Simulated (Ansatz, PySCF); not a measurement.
bromine monochloride (BrCl), SMILES ClBr. Atoms are numbered in the order given.

```xyz
2

Cl     0.0000     0.0000    -1.4523
Br     0.0000     0.0000     0.7130
```

The structure is a stationary point at B3LYP-D3(BJ)/def2-TZVP.

Two levels are set side by side: PBE-D3(BJ)/def2-TZVP (Ansatz, a first-principles code) and B3LYP-D3(BJ)/def2-TZVP (Ansatz). Each level has its own optimised geometry; the coordinates shown are those of the second. Frequencies come from the Hessian of PySCF at each geometry. Differences are taken from unrounded values.

```json
[
 {"quantity": "bond Cl1–Br2 (Å)", "B3LYP-D3(BJ)": "2.165", "PBE-D3(BJ)": "2.161", "PBE-D3(BJ) minus B3LYP-D3(BJ)": "-0.005"},
 {"quantity": "highest harmonic wavenumber (cm⁻¹)", "B3LYP-D3(BJ)": "428", "PBE-D3(BJ)": "427", "PBE-D3(BJ) minus B3LYP-D3(BJ)": "-1"},
 {"quantity": "mean harmonic wavenumber (cm⁻¹)", "B3LYP-D3(BJ)": "428", "PBE-D3(BJ)": "427", "PBE-D3(BJ) minus B3LYP-D3(BJ)": "-1"},
 {"quantity": "zero-point energy (kcal/mol)", "B3LYP-D3(BJ)": "0.61", "PBE-D3(BJ)": "0.61", "PBE-D3(BJ) minus B3LYP-D3(BJ)": "0.00"}
]
```

On these quantities the two levels nearly agree.
